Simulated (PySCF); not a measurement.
BI3, SMILES IB(I)I.

Geometry optimised at B3LYP-D3(BJ)/def2-SVP. The isomer is the one that the SMILES or the coordinates give; other isomers of the formula were not compared. The def2 effective core potentials stand for the cores of I; spin–orbit coupling is left out.

The numbers are results of PBE0/def2-TZVP run with PySCF, not measurements.

Isolated molecule, no solvent.

```json
{
 "total_energy": "-918.06567 hartree",
 "point_group": "D3h",
 "highest_occupied_level": "-7.41 eV",
 "lowest_empty_level": "-2.56 eV",
 "orbital_gap": "4.86 eV",
 "dipole_moment": "0.00 D",
 "quadrupole, principal values (traceless, Buckingham form, about the centre of nuclear charge)": "-2.29, 1.14, 1.14 D·Å",
 "mean_static_polarisability": "113.6 bohr³ (16.83 Å³)",
 "polarisability_principal_values": "74.3, 133.2, 133.2 bohr³"
}
```
